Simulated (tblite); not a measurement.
Run record: tight-binding relaxation, `C#C/C(F)=[CH]\[GeH]1[CH2]C(=N)[CH2]1`.

Computed with GFN2-xTB geometry optimisation, gas phase (tblite 0.8.0). Start geometry: from a force field or distance geometry. A driver script takes a list of jobs; this job's settings line and coordinates (Å) are shown.

Command:
```bash
OMP_NUM_THREADS=1 python probes_run.py task.json out
```

Input:
```
{"job": {"kind": "relax", "xc": "GFN2-xTB", "basis": "xTB"}, "charge": 0, "multiplicity": 1}
C      2.674100     1.594400    -0.465600
C      2.509600     0.532000     0.064100
C      2.331700    -0.740000     0.733100
F      3.274800    -1.155000     1.581200
C      1.245400    -1.476300     0.515100
Ge    -0.108000    -0.901900    -0.694200
C     -1.925200    -1.097700    -0.099300
C     -1.990300     0.392500     0.148900
N     -2.974400     1.069000     0.645200
C     -0.661400     0.901000    -0.326100
H      2.780000     2.553500    -0.941200
H      1.198300    -2.422400     1.061800
H      0.133900    -1.280000    -2.161300
H     -2.634900    -1.355300    -0.903100
H     -2.074900    -1.696300     0.815300
H     -2.945400     2.093500     0.786000
H     -0.079800     1.440300     0.457000
H     -0.762100     1.555000    -1.228500
```

Output:
```
step      E/eV     max force
  0    -774.46633    3.249
  1    -774.60071    3.196
  2    -774.70986    2.153
  3    -774.73640    1.990
  4    -774.78876    0.493
  5    -774.82273    0.551
  6    -774.84677    0.628
  7    -774.86367    0.358
  8    -774.87375    0.219
  9    -774.88027    0.201
... (52 lines left out)
 62    -774.92375    0.016
 63    -774.92378    0.019
 64    -774.92382    0.013
 65    -774.92385    0.014
 66    -774.92388    0.014
 67    -774.92390    0.017
 68    -774.92394    0.020
 69    -774.92400    0.019
 70    -774.92404    0.015
 71    -774.92407    0.009
```

«max force» is the largest atomic force in eV/Å.

**Question.** From which step on does the largest force stay under 0.1 eV/Å, and how much energy is left to gain from there?

**Answer.** From step 40 (0.082 eV/Å), 3.6 meV above the end.

Main results: energy lowered by 10.6 kcal/mol over 71 steps; largest atomic force 0.009 eV/Å at the end.

**Question.** Give the final coordinates.

**Answer.** 0.210 Å rms from the input after alignment:
```
atom  x, y, z in Å
C1     2.9868    1.5805   -0.3648
C2     2.6905    0.5143    0.1032
C3     2.3967   -0.7361    0.6923
F4     3.3515   -1.1879    1.5405
C5     1.2988   -1.4538    0.4720
Ge6   -0.1243   -0.8490   -0.7250
C7    -1.9841   -1.1003   -0.0444
C8    -2.0957    0.3926    0.1471
N9    -3.0617    0.9450    0.7187
C10   -0.8283    0.9937   -0.4437
H11    3.2273    2.5104   -0.7884
H12    1.1943   -2.3947    0.9925
H13    0.1748   -1.2943   -2.1456
H14   -2.7224   -1.4544   -0.7621
H15   -2.1510   -1.6411    0.8850
H16   -3.0051    1.9593    0.7909
H17   -0.3087    1.6459    0.2576
H18   -1.0481    1.5762   -1.3378
```

On one thread of an Arm Neoverse V2, shared host with 96 logical CPUs at a one-minute load of 56, this took 0.52 s.
Labels such as C1 count atoms from 1, the log's own numbers from 0.
